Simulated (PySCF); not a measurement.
## Calculated properties of `COC[SiH](OC)OC`

Compound: C₄H₁₂O₃Si.
Atom-mapped SMILES: `[CH3:1][O:2][CH2:3][SiH:4]([O:5][CH3:6])[O:7][CH3:8]` (hydrogens: H9, H10, H11 on C1; H12, H13 on C3; H14 on Si4; H15, H16, H17 on C6; H18, H19, H20 on C8)

Structure used (PBE0-D3(BJ)/def2-SVP), in Å, numbered top down from 1:
```xyz
20
C4H12O3Si angstrom
C      2.8172    1.0564   -1.5636
O      1.4582    0.7508   -1.6036
C      1.1216   -0.4241   -0.9094
Si    -0.7367   -0.6379   -1.0724
O     -1.5506    0.6127   -0.3504
C     -1.6091    1.9328   -0.8156
O     -1.1046   -2.0140   -0.2395
C     -2.3959   -2.4911    0.0187
H      3.4309    0.2629   -2.0346
H      2.9730    1.9942   -2.1159
H      3.1788    1.1926   -0.5250
H      1.3908   -0.3556    0.1659
H      1.6613   -1.3079   -1.3108
H     -1.1547   -0.7287   -2.5060
H     -2.1115    2.0008   -1.7984
H     -0.6034    2.3745   -0.9174
H     -2.1866    2.5359   -0.0982
H     -3.0080   -1.7422    0.5501
H     -2.9249   -2.7718   -0.9107
H     -2.3219   -3.3892    0.6506
```

Among its groups: ether, Si–H bond and C–Si bond.

PBE0-D3(BJ)/def2-SVP geometry optimisation, gas phase (PySCF):

- Point group: C1
- Rotational constants A, B, C: 2.505, 0.999, 0.752 GHz

wB97X-D/def2-SVPD ground state, ΔSCF and vertical TDDFT (core frozen in the response) (PySCF):

- Dipole moment: 0.74 D
- HOMO energy: -9.53 eV
- LUMO energy: 2.25 eV
- HOMO–LUMO gap: 11.78 eV
- Lowest singlet excitation: 7.33 eV (169 nm, f = 0.013)
- Strongest line among the 10 lowest singlet transitions: S6 at 8.24 eV (150 nm, f = 0.035)
- Lowest triplet excitation (Tamm–Dancoff): 7.11 eV
- Static isotropic polarisability: 87.5 au
- Vertical ionisation energy: 9.69 eV
- Electronic spatial extent ⟨r²⟩ about the centre of nuclear charge: 1582 bohr²

**CAM-B3LYP/pcSseg-1 ground state and GIAO shieldings, non-relativistic (PySCF)**

- 13C chemical shifts (computed TMS as zero) by class: 66.9 (C3), 63.9 (C1), 52.0 (C6/C8) ppm
- 1H chemical shifts (computed TMS as zero) by class: 4.67 (H14), 3.66 (H15/H16/H17/H18/H19/H20), 3.25 (H9/H10/H11), 2.83 (H12/H13) ppm
- Isotropic shieldings of nuclei other than C and H, by class: 313 (O5/O7), 345 (O2), 367 (Si4) ppm

delta-SCF UKS SCAN, pcX-2 on the ionised atom, pcseg-1 elsewhere, spin-free X2C; 2p3/2 from a spin–orbit splitting computed afterwards within the 2p shell (PySCF):

* Core binding energies: Si2p3/2 107.2 (Si4), C1s 291.4 (C3), C1s 292.1 (C6/C8), C1s 292.2 (C1), O1s 537.8 (O5/O7), O1s 538.5 (O2), Si1s 1847.3 (Si4) eV

Monoisotopic mass (most abundant isotopes): 136.0556 u.

In atomic units the dipole is 0.29 e·bohr (1 au = 2.5417 D). A dipole of 0.74 D is allowed in C1, and pure rotational transitions are dipole-allowed. No computed singlet falls in the visible range (750 to 380 nm, 1.65 to 3.26 eV); S1 lies 4.07 eV above its blue end. S1 lies 4.45 eV below the HOMO–LUMO gap; its leading configuration is HOMO→LUMO+1, weight 0.32, beside HOMO→LUMO, weight 0.32.

 NMR classes are plain means over equivalent atoms (diastereotopic ones count apart unless rotation or inversion swaps them), as if these changed places fast; in this geometry the members of some classes differ.

One conformer stands for the species.
